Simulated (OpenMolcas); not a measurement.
## Mo3+ in Cs2NaYCl6: curves along the breathing mode

Mo3+ with its 6 nearest chloride ions, on the Y site of Cs2NaYCl6 (a = 10.7396 Å, distance in the model lattice 2.619 Å). The rest of the host is ab initio model potentials to 7.6 Å, with orthogonalisation functions on the cations behind the ligands, and point charges beyond; the distance is set by hand and nothing relaxes. Ligand basis ANO-RCC-VDZP.

- Program: OpenMolcas 26.06
- Method: CASSCF
- Basis: ANO-RCC-VDZP [6s5p3d1f]
- Scalar Hamiltonian: DKH2, point nucleus
- Active space: 3 electrons in 5 orbitals (4d)
- State averaging: 2S+1 = 4 even, 10 roots; 2S+1 = 2 even, 40 roots
- Spin-orbit coupling: RASSI with atomic mean-field integrals over the reference wave functions

Spin-free energies (labels of O, the rotations of Oh) in cm-1 above the lowest fitted minimum, as all ligands move together:

```json
{"R (Å)": "2.344", "4A2": "6640", "2E": "19600", "2T1": "20120", "4T2": "31090", "2T2": "26960", "4T1": "37870", "2A1": "41270"}
{"R (Å)": "2.399", "4A2": "2130", "2E": "15300", "2T1": "15830", "4T2": "24190", "2T2": "22580", "4T1": "30990", "2A1": "34610"}
{"R (Å)": "2.454", "4A2": "170", "2E": "13520", "2T1": "14070", "4T2": "20090", "2T2": "20680", "4T1": "26870", "2A1": "30730"}
{"R (Å)": "2.509", "4A2": "370", "2E": "13870", "2T1": "14430", "4T2": "18380", "2T2": "20870", "4T1": "25090", "2A1": "29200"}
{"R (Å)": "2.564", "4A2": "2410", "2E": "16010", "2T1": "16590", "4T2": "18720", "2T2": "22840", "4T1": "25330", "2A1": "29690"}
{"R (Å)": "2.62", "4A2": "6090", "2E": "19790", "2T1": "20390", "4T2": "20880", "2T2": "26420", "4T1": "27350", "2A1": "31990"}
```

Cubic fits give the following; the wavenumber is harmonic, with the mass of all moving ligands, small differences in it between states hang on the degree of the fit, a number in brackets counts states of one label, and the table is a selection of at most 14 states with clean curves.

| State | R0 (Å) | Breathing mode (cm-1) | Minimum (cm-1) |
| --- | --- | --- | --- |
| 4A2 | 2.476 | 328 | 0 |
| 2E | 2.472 | 327 | 13410 |
| 2T1 | 2.471 | 328 | 13960 |
| 4T2 | 2.526 | 321 | 18280 |
| 2T2 | 2.476 | 323 | 20510 |
| 4T1 | 2.529 | 317 | 24960 |
| 2A1 | 2.521 | 321 | 29140 |
| 2E(2) | 2.520 | 321 | 33090 |
| 4T1(2) | 2.566 | 318 | 38510 |
| 2A2 | 2.517 | 321 | 42000 |
| 2E(3) | 2.527 | 305 | 50580 |
| 2E(4) | 2.591 | 327 | 68750 |

The minimum of 4T2 is shifted by +0.0502 Å against 4A2 (from the unrounded fits). With M = 212.7 u for the moving shell, the Huang-Rhys factor in this mode is S = M ω ΔR² / 2ħ = 0.01483 × 212.7 × 328 × 0.0502² = 2.61. Only the first shell moves, against a rigid host.

Without dynamic correlation the repulsion within the d shell is too large (B by tens of per cent), so at a given field states of lower spin stand too high. With metal d orbitals alone the field can be off either way by tens of per cent. Ligand-to-metal charge-transfer states are missing. With no ligand orbital active B as a rule stays too high, so bands that hang on it stand too high and its fall with covalency is understated. The least metal-like active orbital is 74 % on the metal (Löwdin) and no ligand orbital is active, so the numbers are rough (holds for R = 2.344). The least metal-like active orbital is 76 % on the metal (Löwdin) and no ligand orbital is active, so the numbers are rough (holds for R = 2.399). The least metal-like active orbital is 78 % on the metal (Löwdin) and no ligand orbital is active, so the numbers are rough (holds for R = 2.454). The least metal-like active orbital is 79 % on the metal (Löwdin) and no ligand orbital is active, so the numbers are rough (holds for R = 2.509). The least metal-like active orbital is 80 % on the metal (Löwdin) and no ligand orbital is active, so the numbers are rough (holds for R = 2.564). The least metal-like active orbital is 81 % on the metal (Löwdin) and no ligand orbital is active, so the numbers are rough (holds for R = 2.62). No measured value stands beside these numbers.
